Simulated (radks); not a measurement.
All-electron atom: Tl in [Hg] 6p1 (the NIST ground configuration). All-electron calculation, scalar-relativistic Kohn-Sham, LB94 model potential, spin-polarised, spherical densities, finite nucleus; open shells are filled with parallel spins first (spin-orbit coupling, left out, can overturn this in heavy ions); Fermi nuclear charge, rms radius 5.4759 fm. Program: a radial shooting solver on a logarithmic mesh with Libxc functionals.

Radial electron density D(r) = 4 pi r^2 rho(r):

r (bohr)  D(r) (e/bohr)  spin D(r)
0.00344           57.62  0.0000832
0.004037          67.64   0.000110
0.0047            77.56   0.000147
0.005515          87.91   0.000203
0.006421          97.03   0.000283
0.007535          105.1   0.000409
0.008772          110.4   0.000589
0.01029           113.1   0.000872
0.01198           112.5    0.00126
0.01406           109.2    0.00185
0.01637           104.7    0.00260
0.01921           100.9    0.00360
0.02237           100.7    0.00472
0.02625           106.1    0.00592
0.03056           117.0    0.00684
0.03586           132.4    0.00723
0.04174           145.9    0.00676
0.04899           153.2    0.00534
0.05703           149.9    0.00363
0.06692           137.6    0.00270
0.07791           124.7    0.00406
0.09143           119.7    0.00848
0.1064            126.6     0.0139
0.1249            139.1     0.0169
0.1454            142.7     0.0137
0.1706            128.3    0.00518
0.1986            103.5   0.000223
0.2331            83.24    0.00752
0.2714            81.05     0.0247
0.3185            90.56     0.0377
0.3708            94.51     0.0306
0.4351            82.95    0.00896
0.5065            61.90   0.000877
0.5944            41.50     0.0258
0.692             30.32     0.0680
0.812             25.36     0.0936
0.9453            22.37     0.0786
1.109             18.25     0.0396
1.291             13.64     0.0225
1.516             9.259     0.0590
1.764             6.143      0.142
2.07              3.906      0.245
2.41              2.490      0.319
2.829             1.495      0.342
3.293            0.8764      0.311
3.864            0.4679      0.238
4.499            0.2397      0.158
5.279            0.1077     0.0857
6.146           0.04457     0.0397
7.212           0.01481     0.0141
8.396          0.004202    0.00412
9.853         0.0008453   0.000840
11.47         0.0001346   0.000134

D(r) has 4 maxima, at r = 0.0108, 0.0502, 0.140, 0.359 bohr, and minima at 0.0210, 0.0900, 0.257 bohr, inside which lie 1.88, 11.02, 30.17 electrons.
